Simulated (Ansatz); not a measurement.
Consider the redistribution: `CC(C)[O][MgH]` + `CC(C)O[SiH]` → `CC(C)[O][Mg][O]C(C)C` + `[SiH2]`.

Calculated with Ansatz (gas phase, PBE0-D4/def2-TZVP geometries, no zero-point term in ΔE). CBS: MP2 limit from def2 TZ/QZ plus the TZ coupled-cluster correction, frozen cores. This one scheme is used for every species. DFT in def2-TZVPP. For Mg outer-core shells are correlated without core-valence functions, which leaves a few kJ/mol of doubt a bond. Each species was taken in one conformer, which may not be the lowest.

```json
{"species": "`CC(C)[O][MgH]`", "BHLYP energy (Eh)": "-394.42308"}
{"species": "`CC(C)O[SiH]`", "BHLYP energy (Eh)": "-483.81121"}
{"species": "`CC(C)[O][Mg][O]C(C)C`", "BHLYP energy (Eh)": "-587.60706"}
{"species": "`[SiH2]`", "BHLYP energy (Eh)": "-290.61569"}
```

Task: Work out ΔE.

Result: ΔE = (-587.60706) + (-290.61569) − (-394.42308) − (-483.81121) = 0.01154 Eh = +30.3 kJ/mol. CCSD(T)/CBS gives +23.5 kJ/mol.

Largest T1 diagnostic among the species: 0.014.

The D4 term adds +5.4 kJ/mol with B3LYP and +2.7 kJ/mol with PBE0; it sums over pairs of atoms, weighted by their polarisabilities, and B3LYP, whose exchange is more repulsive, gets the larger term. At CCSD(T), def2-SVP lies −15.7 kJ/mol from the extrapolated value and def2-TZVPP +7.4 kJ/mol. From r2SCAN to r2SCAN0 (25 % exact exchange), in def2-TZVPP and without D4, ΔE moves by −3.8 kJ/mol.

B3LYP here is the variant with VWN-RPA as its local correlation; programs differ in this.
